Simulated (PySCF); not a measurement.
Species: SiCl2(NHMe)2, C2H8Cl2N2Si.
SMILES: `CN[Si](Cl)(Cl)NC`

Level of theory: PySCF, TDDFT PBE0/def2-SVPD, vertical, gas phase, core orbitals frozen in the response. Isolated species at its PBE0-D3(BJ)/def2-SVP geometry (one conformer only).

Computed states:

```tsv
state	E (eV)	f
S1	6.35	0.0087
S2	6.44	0.0095
S3	6.92	0.015
S4	7.11	0.016
S5	7.26	0.015
S6	7.34	0.0088
S7	7.58	0.055
S8	7.67	0.044
S9	7.70	0.014
S10	7.88	0.026
```

Each state is given a Gaussian of 0.25 eV full width at half maximum, with ε(max) = 2.175×10⁸ f / Δν̃ (Δν̃ the width in cm⁻¹). The cross-section is σ = 3.8235×10⁻²¹ ε cm², given in Mb (10⁻¹⁸ cm²). The width is an assumption, not a result. The curve ends short of the highest state used, and states not computed would add to its high-energy end.

Task: Give the broadened spectrum and its maxima.

Result: 
λ (nm), σ (Mb) and a bar:
```
    170.2      11.27 ##############################
    171.3      11.43 ##############################
    172.3      11.23 #############################
    173.4      10.76 ############################
    174.5      10.16 ###########################
    175.5       9.60 #########################
    176.6       9.03 ########################
    177.7       8.48 ######################
    178.7       7.84 #####################
    179.8       6.78 ##################
    180.8       5.48 ##############
    181.9       3.89 ##########
    183.0       2.45 ######
    184.0       1.48 ####
    185.1       0.89 ##
    186.2       0.78 ##
    187.2       1.08 ###
    188.3       1.83 #####
    189.4       2.96 ########
    190.4       4.18 ###########
    191.5       5.49 ##############
    192.6       6.49 #################
    193.6       6.91 ##################
    194.7       6.74 ##################
    195.8       5.97 ################
    196.8       4.93 #############
    197.9       3.67 ##########
    199.0       2.49 #######
    200.0       1.62 ####
    201.1       0.93 ##
    202.2       0.49 #
    203.2       0.26 #
    204.3       0.12 
    205.4       0.05 
    206.4       0.02 
    207.5       0.01
```

Maxima: 194 nm (6.40 eV), ε about 1800, made up of S1 (47%) and S2 (53%); 171 nm (7.24 eV), ε about 3000, made up of S4 (25%), S5 (53%) and S6 (20%) (ε in L mol⁻¹ cm⁻¹; maxima over ε = 5, shares over 10%).

Task: On this curve, what absorbance would a 10⁻⁵ mol/L sample give at 193 nm over a 1 cm path?

Result: 193 nm is 6.424 eV, where ε is about 1800 L mol⁻¹ cm⁻¹, so A = ε c l ≈ 0.018 (Beer–Lambert, with the gas-phase spectrum and the assumed width).

Task: Coming from long wavelengths, where does ε first pass 100 L mol⁻¹ cm⁻¹?

Result: At about 203 nm (6.12 eV), 0.23 eV below S1.

Task: Does any computed singlet lie in the visible range?

Result: No computed singlet lies in the visible range (380 to 750 nm); the lowest, at 195 nm, stands 3.09 eV above its violet end (3.26 eV).

Without π bonds the low states are Rydberg-like; a valence basis with one diffuse set may place them up to an eV too high.
